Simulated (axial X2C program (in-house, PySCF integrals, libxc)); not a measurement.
## MgNi: cheaper levels and CCSD(T), 2c

All values were computed with an axial X2C code built on PySCF integrals. Two-component (2c) means X2C with spin–orbit coupling and atomic mean-field two-electron Coulomb and Gaunt terms. Basis: Ni dyall-cv3z [9s9p6d3f2g], Mg dyall-cv3z [9s8p6d3f] (cores contracted in-house); Gaussian nuclei, density fitting, unrestricted open shells. Masses: Ni 57.935 u, Mg 23.985 u.

State: Ω = 3 (⟨Sz⟩ = 1.00, ⟨Lz⟩ = 2.00 at HF); fragments Ni + Mg.

```csv
level,Re (Å),ωe (cm⁻¹),De (eV)
PBE0,2.466,249.1,n/a
HF,2.722,154.2,-1.52
MP2,2.400,284.2,n/a
CCSD,2.461,251.9,0.279
LDA,2.379,283.4,n/a
```

Correlated methods: 12 electrons correlated (number of frozen shells: Ni 3 s, 2 p; Mg 2 s, 1 p), 294 virtual spin orbitals or spinors in MP2, 90 natural virtuals in coupled cluster.

CCSD(T), same Hamiltonian and basis:

Re = 2.424 Å, ωe = 276.5 cm⁻¹; T1 = 0.038 (Lee–Taylor normalisation).

(1) Give the differences from CCSD(T) in the columns below.

The state is one determinant whose occupation by symmetry is held fixed; it was picked as the lowest of a PBE0 search that is not exhaustive. De is counted from the lowest determinant-based energies of the atoms at the same level, without counterpoise correction. De is not given where an atomic determinant may have missed its ground term or J level, or where the truncated virtual space spoils (T). Density functionals use the spin component along the axis (collinear). Coupled cluster ran in a truncated set of natural virtual spinors; the MP2 energy of the rest was added. (T) has no such correction and the atoms are truncated less, which lowers De at CCSD(T) by a hundredth of an eV or more. Without a current term, density functionals place determinants with orbital angular momentum somewhat too high. With several unpaired electrons one determinant need not be a pure state. A state of lower Ω lies just above, and one determinant can place such states too high, so the state shown need not be the lowest. The search has Ω = 1 only 0.05 eV up. At some level and bond length an empty orbital lies below a filled one. The determinant is spin-polarised beyond a pure state at some levels (its spin-free form has ⟨S²⟩ too high), which makes Re and μ there less reliable. The lowest spin-free determinant has another configuration (M_S = 1, Λ = 0), so the order of states is uncertain and this need not be the ground state.

## Answers

(1) 

```
level  ΔRe (Å)  Δωe (cm⁻¹)
 PBE0    0.042       -27.4
   HF    0.298      -122.3
  MP2   -0.024         7.7
 CCSD    0.037       -24.6
  LDA   -0.045         6.9
```
